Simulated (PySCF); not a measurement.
## Polarisability and C₆ of Xe³⁺ (xenon, charge +3)

[Kr] 4d10 5s2 5p3, high-spin 4S determinant. Computed with PySCF 2.14 in aug-cc-pVTZ-DK3 (8s7p5d2f, 68 functions), with scalar relativity by spin-free X2C-1e. Coupled (time-dependent) response in atomic units; α is the mean over directions.

| method | mean α (bohr³) | C₆ (like pair) | S(−4) |
| --- | --- | --- | --- |
| wB97X-V | 9.496 | 53.64 | 17.35 |
| TPSS | 9.515 | 54.16 | 17.16 |

S(−4) is the Cauchy moment in α(ω) = α(0) + S(−4) ω² + …

α(iu) at TPSS:

| u (hartree) | α(iu) (bohr³) |
| --- | --- |
| 0 | 9.515 |
| 0.0500 | 9.472 |
| 0.100 | 9.347 |
| 0.200 | 8.880 |
| 0.300 | 8.208 |
| 0.500 | 6.647 |
| 0.750 | 4.919 |
| 1.00 | 3.672 |
| 1.50 | 2.229 |
| 2.00 | 1.506 |
| 3.00 | 0.8403 |
| 5.00 | 0.3806 |

A single London oscillator, α(iu) = α/(1 + u²/ω²), gives C₆ = (3/4) ω α². Matching the computed C₆ needs ω = 4 × 54.16 / (3 × 9.515²) = 0.798 hartree.

For an ion, C₆ is the dispersion term alone; charge-induced terms of lower order in 1/R come first.
